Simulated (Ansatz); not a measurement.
A structure relaxed at PBE-D4/def2-SVP in Ansatz, charge 0, singlet:

Cartesian coordinates in Å:
```
As -1.211 -0.917 -0.458
Sb 1.434 -0.600 -0.757
Sb -0.340 1.618 -0.506
Sb 0.118 -0.101 1.722
```

Task: Give its formula, name or SMILES and point group.

Result: AsSbSbSb tetrahedron (Sb3As). Point group C3v (tolerance 0.1 Å).

Task: Summarise the bond lengths by kind (pairs closer than 1.2 times the sum of covalent radii, bridged metal pairs left out).

Result: 3 × As–Sb 2.68 Å; 3 × Sb–Sb 2.85 Å.

In the def2 sets Sb takes a core potential; there is no spin–orbit coupling.
